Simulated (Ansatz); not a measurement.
Method: frozen-core CCSD(T)/cc-pVTZ // CAM-B3LYP-D3(BJ)/def2-TZVP (Ansatz, an electronic-structure program).

Ansatz 0.2 input:
```yaml
crystal:
  periodic: [false, false, false]
  atoms:
    - { symbol: Cl, position_ang: [1.899665, -0.624692, -0.579992] }
    - { symbol: Ge, position_ang: [-0.002586, -0.003091, 0.142591] }
    - { symbol: Cl, position_ang: [-0.381991, 1.966366, -0.567533] }
    - { symbol: Cl, position_ang: [-1.484634, -1.304208, -0.655966] }
    - { symbol: H, position_ang: [-0.030454, -0.034374, 1.660901] }
basis:
  gaussian: { orbitals: cc-pVTZ }
correlation:
  method: ccsd_t
```

Output:

```
Functional definition: HF
971 factors; integrals over basis functions are off by at most 1.2e-3 eV
mean field evaluation 1: about -94005.1730 eV, gradient 2.2e1 eV
mean field evaluation 2: about -94005.3233 eV, gradient 2.3e1 eV
mean field evaluation 4: about -94006.8611 eV, gradient 2.0e0 eV
mean field evaluation 8: about -94006.8868 eV, gradient 1.7e-1 eV
mean field evaluation 16: about -94006.2546 eV, gradient 1.4e1 eV
mean field -94006.88702112 eV, -3454.6893778696 hartree, gradient 2.2e-6 eV, S^2 0.000000; 0 other end points of the search recorded, 0 dependent functions left out
24 core orbitals not correlated
reference -94006.88702112 eV, -3454.6893778696 hartree; 18, 18 occupied and 117, 117 virtual orbitals, 971 factors
second order -20.35925700 eV of doubles, -0.00000000 eV of singles
cycle   1  -21.13287133 eV  change   -7.7e-1 eV  update   9.0e-2
cycle   2  -21.61912391 eV  change   -4.9e-1 eV  update   2.4e-2
cycle   3  -21.69155403 eV  change   -7.2e-2 eV  update   1.1e-2
cycle   4  -21.68212031 eV  change    9.4e-3 eV  update   2.3e-3
cycle   5  -21.68148866 eV  change    6.3e-4 eV  update   8.7e-4
cycle   6  -21.68137457 eV  change    1.1e-4 eV  update   2.3e-4
cycle   7  -21.68131133 eV  change    6.3e-5 eV  update   8.0e-5
cycle   8  -21.68133325 eV  change   -2.2e-5 eV  update   2.5e-5
perturbative correction -0.94602896 eV, -0.0347659231 hartree
Total energy: -94029.51438333 eV, -3455.5209180933 hartree
```

Cost: around 40 core-seconds (rough).
